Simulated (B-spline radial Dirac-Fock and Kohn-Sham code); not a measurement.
# X-ray form factors of thallium in several charge states

Model: relativistic Hartree-Fock (Dirac-Fock) wave functions, averaged over the configuration. Program: a B-spline atomic structure program.

Configurations: Tl⁴⁸⁺ [Ar] 3d10 4s2 4p3; Tl⁴⁹⁺ [Ar] 3d10 4s2 4p2; Tl⁵⁰⁺ [Ar] 3d10 4s2 4p1; Tl⁵²⁺ [Ar] 3d10 4s1; Tl⁵⁴⁺ [Ar] 3d9; Tl⁵⁶⁺ [Ar] 3d7. The first column is f₀ of Tl⁴⁸⁺, the others are differences from it.

```csv
s (Å⁻¹),Tl⁴⁸⁺,Δ Tl⁴⁹⁺,Δ Tl⁵⁰⁺,Δ Tl⁵²⁺,Δ Tl⁵⁴⁺,Δ Tl⁵⁶⁺
0,33.000,-1.000,-2.000,-4.000,-6.000,-8.000
0.1,32.903,-0.989,-1.978,-3.957,-5.945,-7.940
0.2,32.614,-0.956,-1.913,-3.831,-5.781,-7.761
0.3,32.144,-0.903,-1.808,-3.627,-5.518,-7.474
0.4,31.508,-0.833,-1.669,-3.357,-5.168,-7.090
0.5,30.726,-0.750,-1.504,-3.034,-4.747,-6.626
0.7,28.821,-0.560,-1.126,-2.293,-3.774,-5.543
0.9,26.632,-0.367,-0.741,-1.531,-2.757,-4.391
1.1,24.353,-0.200,-0.406,-0.861,-1.837,-3.317
1.4,21.078,-0.032,-0.069,-0.166,-0.829,-2.056
```

Values without a named source are computed, but for edge energies of neutral atoms, which are taken from tables.
